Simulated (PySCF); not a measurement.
A structure optimised at PBE-D3(BJ)/def2-SVP, used in a PySCF frequency run:

```xyz
16

C      2.6580    -0.5369     0.9567
Si     1.2656    -0.7527    -0.3048
N     -0.2989    -1.1543     0.4361
Si    -1.5214     0.0348    -0.0143
N     -2.3413     0.6722     1.3856
Si     0.2170     1.1669    -1.1827
H      2.8520    -1.4855     1.4999
H      3.5981    -0.2394     0.4481
H      2.4001     0.2428     1.7009
H      1.7128    -1.7801    -1.3201
H     -0.4911    -1.9868     1.0042
H     -2.6571    -0.4802    -0.8662
H     -1.8281     1.2401     2.0646
H     -3.2994     1.0141     1.2776
H      0.1196     1.3046    -2.6796
H      0.6697     2.4802    -0.5947
```

Problem. Write its SMILES and formula.

Solution. C[Si@H]1N[Si@@H](N)[SiH2]1, CH10N2Si3

Problem. What are its rotational constants (standard atomic weights)?

Solution. 2.6871, 1.2727, 1.0464 GHz
